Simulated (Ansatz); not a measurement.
The cluster HgF₂⁻. The state is a quartet with charge -1. Geometry PBE-D4/def2-TZVPD.

```xyz
3

Hg   -0.1510    0.8926    0.5164
F     1.0536   -0.9005    0.8127
F    -0.9026    0.0078   -1.3292
```

In the def2 sets Hg takes a core potential; there is no spin–orbit coupling. B3LYP takes the VWN-RPA correlation. At LDA (SPW92)/def2-TZVPD, PBE-D4/def2-TZVPD, r2SCAN-D4/def2-TZVPD, B3LYP-D4/def2-TZVPD and others the highest occupied level of the charge -1 quartet lies above zero (up to 2.08 eV). It is a level of α spin, whose loss leaves a triplet; that state wasn't run at this geometry and level. The electron is either unbound and held by the finite basis, or the level is raised by self-interaction error. At PBE0-D4/def2-TZVPD a doublet of charge -1 lies 5.32 eV below the quartet, each at its own geometry. The structure comes from a short search, and lower isomers may exist.

(1) Estimate the α-spin orbital energies around the gap (eV) in Ansatz with LDA (SPW92)/def2-TZVPD, PBE-D4/def2-TZVPD, r2SCAN-D4/def2-TZVPD, B3LYP-D4/def2-TZVPD, BHLYP-D4/def2-TZVPD.

Results:

(1) 
| orbital | LDA (SPW92)/def2-TZVPD | PBE-D4/def2-TZVPD | r2SCAN-D4/def2-TZVPD | B3LYP-D4/def2-TZVPD | BHLYP-D4/def2-TZVPD |
| --- | --- | --- | --- | --- | --- |
| HOMO−13 | -23.71 | -23.99 | -25.67 | -26.99 | -31.68 |
| HOMO−12 | -8.74 | -8.61 | -9.01 | -10.27 | -12.81 |
| HOMO−11 | -8.17 | -8.03 | -8.44 | -9.74 | -12.42 |
| HOMO−10 | -7.85 | -7.70 | -7.97 | -9.14 | -11.18 |
| HOMO−9 | -7.48 | -7.36 | -7.62 | -8.77 | -10.78 |
| HOMO−8 | -7.47 | -7.36 | -7.62 | -8.76 | -10.76 |
| HOMO−7 | -6.44 | -6.35 | -6.71 | -7.83 | -9.86 |
| HOMO−6 | -5.21 | -5.17 | -5.66 | -6.81 | -9.45 |
| HOMO−5 | -5.01 | -4.81 | -5.25 | -6.68 | -9.28 |
| HOMO−4 | -4.99 | -4.80 | -5.23 | -6.65 | -9.19 |
| HOMO−3 | -4.96 | -4.78 | -5.21 | -6.59 | -9.13 |
| HOMO−2 | -4.82 | -4.64 | -5.10 | -6.53 | -9.08 |
| HOMO−1 | -2.49 | -2.32 | -2.66 | -3.08 | -3.98 |
| HOMO | 2.06 | 2.08 | 2.03 | 1.77 | 1.36 |
| LUMO | 2.82 | 2.89 | 3.20 | 3.35 | 4.02 |
| LUMO+1 | 2.99 | 3.04 | 3.41 | 3.52 | 4.19 |
| LUMO+2 | 4.51 | 4.40 | 4.93 | 4.81 | 5.37 |
| LUMO+3 | 4.68 | 4.70 | 5.00 | 5.18 | 5.96 |
| LUMO+4 | 5.40 | 5.31 | 5.92 | 5.70 | 6.22 |
| LUMO+5 | 5.66 | 5.62 | 6.20 | 6.15 | 7.06 |
| β HOMO | -4.30 | -4.23 | -4.62 | -5.88 | -6.39 |
| β LUMO | -3.95 | -3.60 | -3.27 | -2.81 | -1.22 |
